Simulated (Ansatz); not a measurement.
Reactions of C₆H₁₂, SMILES `CC=CCCC`.

Computed with Ansatz on PBE0-D4/def2-TZVP structures; ΔE is electronic, products minus reactants. CCSD(T)/CBS adds triple-zeta CCSD(T) − MP2 to the extrapolated MP2 energy (def2 sets, frozen cores). This one scheme is used for every species. Double bonds are as drawn, so ΔE can hold a change between cis and trans. DFT in def2-TZVPP. B3LYP here is the variant with VWN-RPA as its local correlation; programs differ in this. Triplets are unrestricted, without spin–orbit coupling. For Br, Ga, Se outer-core shells are correlated without core-valence functions, which leaves a few kJ/mol of doubt a bond. Scalar relativity is left out up to krypton. One conformer a species, not always the lowest.

```
                                                            reaction  CCSD(T)/CBS(def2) (kcal/mol)
                                         `C/C=C/CCC` → `C/C=C(/C)CC`                             ?
                             `C/C=C/CCC` + `CCl` → `CCCCCl` + `C=CC`                          -0.3
                              `C/C=C/CCC` + HCl → `C/C=C/CCl` + `CC`                           5.0
               `C/C=C/CCC` + `OC(O)[SeH]` → `COC(O)[SeH]` + `C=CCCC`                          12.0
`C/C=C/CCC` + `[OH][Ga]([OH])[Br]` → `C[O][Ga]([OH])[Br]` + `C=CCCC`                          16.7
            `C/C=C/CCC` + `[NH2][AlH2]` → `C/C=C\[NH][AlH2]` + `CCC`                           3.8
              `C/C=C/CCC` + `[AlH2][SH]` → `C/C=C\[S][AlH2]` + `CCC`                             ?
                     `C/C=C/CCC` + `O[SiH3]` → `CCC[SiH2]O` + `C=CC`                          -6.0
                          `C/C=C/CCC` → `C=CCCC` + `[CH2]` (triplet)                         106.3
                               `C/C=C/CCC` + H–F → `C/C=C/CF` + `CC`                             ?
```

Fill in the missing values. (Estimate.)

Ansatz gave: `C/C=C/CCC` → `C/C=C(/C)CC`: -1.3 kcal/mol; `C/C=C/CCC` + `[AlH2][SH]` → `C/C=C\[S][AlH2]` + `CCC`: +3.9 kcal/mol; `C/C=C/CCC` + H–F → `C/C=C/CF` + `CC`: +12.2 kcal/mol.

Largest T1 diagnostic: 0.012, for `C[O][Ga]([OH])[Br]`.
